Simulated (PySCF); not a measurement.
In(Et)(OH)(NH2) (C2H8InNO), SMILES C[CH2][In]([NH2])[OH].

Geometry optimised at B3LYP-D3(BJ)/def2-SVP. The def2 effective core potentials stand for the cores of In; spin–orbit coupling is left out. The values are those of a single conformer.

Level of theory: IEF-PCM-ωB97X/def2-SVP run with PySCF 2.14.0.

The values are the electrostatic part of the solvation free energy, E(continuum) − E(gas) at the gas-phase geometry, in a cavity of scaled van der Waals radii (PySCF's table); cavitation and dispersion terms are not included. A continuum can't describe solvent molecules that bind to the metal. In vacuum the orbital gap is 10.58 eV. The dipole moment in vacuum is 2.29 D.

Computed values in water (ε = 78.36), benzene (ε = 2.27), methanol (ε = 32.61):
```
solvent       ε  ΔG(elec) (kcal/mol)  dipole (D)  gap (eV)
--------  -----  -------------------  ----------  --------
water     78.36                 -9.4        2.96     10.85
benzene    2.27                 -4.1        2.56     10.69
methanol  32.61                 -9.1        2.94     10.84
```
